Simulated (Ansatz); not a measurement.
`C1[NH][AlH][S]1`, relaxed with RKS PBE-D4/def2-SVP in the Gaussian-basis code of Ansatz from a rough embedded geometry. The force threshold is 0.03 eV/Å; the program also tests the step.

Total charge 0; spin multiplicity 1.

Start:

```xyz
8

C    -0.688   -0.696    0.094
N    -0.565    0.687    0.272
Al    0.975    0.892   -0.835
S     0.524   -1.191   -1.096
H    -1.725   -0.991   -0.309
H    -0.557   -1.305    1.072
H    -0.278    0.912    1.266
H     2.314    1.693   -0.464
```

(1) By how much does the energy fall, and how many steps does the optimiser take? (Best estimate.)

(2) Which bonds change most? (An estimate is asked.)

(3) Give the relaxed structure. (Estimate.)

Answers

(1) The calculation gave: 0.93 eV, in 7 steps.

(2) The calculation gave: N2–Al3 from 1.907 to 1.791 Å; C1–S4 from 1.770 to 1.880 Å; C1–N2 from 1.399 to 1.456 Å; Al3–S4 from 2.147 to 2.202 Å.

(3) The calculation gave: 
```xyz
8

C    -0.669   -0.732    0.141
N    -0.233    0.596    0.548
Al    1.169    0.750   -0.556
S     0.540   -1.260   -1.198
H    -1.690   -0.759   -0.304
H    -0.620   -1.495    0.952
H    -0.775    1.058    1.279
H     2.278    1.843   -0.860
```
